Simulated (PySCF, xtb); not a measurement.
C6H12O2, SMILES CCCCOC(C)=O.

Coordinates come from a TPSSh-D3(BJ)/def2-SVP optimisation. One conformer was computed; it need not be the lowest.

Computed with IEF-PCM-ωB97X/def2-SVP run with PySCF.

The values are the electrostatic part of the solvation free energy, E(continuum) − E(gas) at the gas-phase geometry, in a cavity of scaled van der Waals radii (PySCF's table); cavitation and dispersion terms are not included. In vacuum the orbital gap is 13.16 eV. The dipole moment in vacuum is 1.99 D.

Computed values in water (ε = 78.36), 1-octanol (ε = 9.86), methanol (ε = 32.61):
| solvent | ε | ΔG(elec) (kcal/mol) | dipole (D) | gap (eV) |
|---|---|---|---|---|
| water | 78.36 | -5.0 | 2.42 | 13.30 |
| 1-octanol | 9.86 | -4.3 | 2.36 | 13.28 |
| methanol | 32.61 | -4.8 | 2.41 | 13.29 |

For comparison, GFN2-xTB/ALPB(water) (xtb, at the GFN2-xTB geometry, all terms of that model) gives -4.2 kcal/mol.
